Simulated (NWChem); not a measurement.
Correlation energy of hydrogen iodide (HI)

SMILES: I
```xyz
2

I      0.0000     0.0000     0.0302
H      0.0000     0.0000    -1.6026
```
Charge 0, spin multiplicity 1.

Program: NWChem. All single points use one geometry, from PBE/def2-SVP with def2 effective core potentials on I, a minimum by its harmonic frequencies.

Basis set: def2-TZVP. Each correlation energy counts from its own Hartree-Fock reference.

```csv
method,correlation energy (mHa),difference from CCSD(T)
MP2,-502.8,-12.1
SCS-MP2,-446.8,+43.9
CR-CCSD[T],-489.1,+1.6
CR-CCSD(T),-488.8,+1.8
CCSD,-481.5,+9.1
CCSD+T(CCSD),-490.9,-0.3
CCSD(T),-490.6,0.0
```

The values span 56.0 mHa, from MP2 (lowest) to SCS-MP2 (highest). 

Effective core potentials replace the inner electrons of I; spin-orbit coupling is left out. The correlated methods keep 4 core orbitals frozen. No row is a measurement; the coupled-cluster row has its own basis-set and correlation limits.
